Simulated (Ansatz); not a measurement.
A run for Ansatz (a program for electronic structure): U-CCSD(T)/def2-TZVPP on FeHO (SMILES [OH][Fe]), 2S+1 = 6, a spin state set in the input, which need not be the lowest.

Ansatz 0.2 input:
```yaml
crystal:
  periodic: [false, false, false]
  atoms:
    - {symbol: Fe, position_ang: [-0.89992040, -0.75082887, -0.86604627]}
    - {symbol: O, position_ang: [0.24098242, -0.03623469, 0.33697084]}
    - {symbol: H, position_ang: [0.62576926, 0.83443516, 0.45875580]}
basis:
  gaussian:
    orbitals: def2-TZVPP
magnetization: {spin_polarized: true, initial_magnetization: 5}
correlation: {method: ccsd_t, electrons: valence}
```

Problem. What total energy does the run end on?

Solution. -1338.7167 hartree (reference determinant -1337.9426, T1 diagnostic 0.022).

Problem. How many basis functions does it have, and what does it roughly cost on one machine?

Solution. 109 functions; roughly 2.7 core-minutes.
